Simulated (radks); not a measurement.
Values are calculated unless marked as measured or tabulated.
Neutral strontium, configuration [Kr] 5s1 5p1 (not the ground configuration). Level of theory: Dirac Kohn-Sham, PBE, spin-unpolarised, spherical densities, finite nucleus; open shells fill j = l - 1/2 first; Fermi nuclear charge, rms radius 4.224 fm (a radial shooting solver on a logarithmic mesh with Libxc functionals).

Spin-orbit splittings of the eigenvalues, e(l+1/2) - e(l-1/2), with zeta = 2 splitting/(2l+1) and mean radii in bohr:

| shell | occ. | splitting (eV) | zeta (eV) | <r> j=l-1/2 | <r> j=l+1/2 |
|---|---|---|---|---|---|
| 2p | 6 | 68.41 | 45.61 | 0.1475 | 0.1517 |
| 3p | 6 | 10.49 | 6.991 | 0.4913 | 0.5018 |
| 3d | 10 | 1.830 | 0.7320 | 0.4961 | 0.4998 |
| 4p | 6 | 1.165 | 0.7766 | 1.541 | 1.574 |
| 5p | 1 | 0.06826 | 0.04551 | 5.614 | 5.715 |
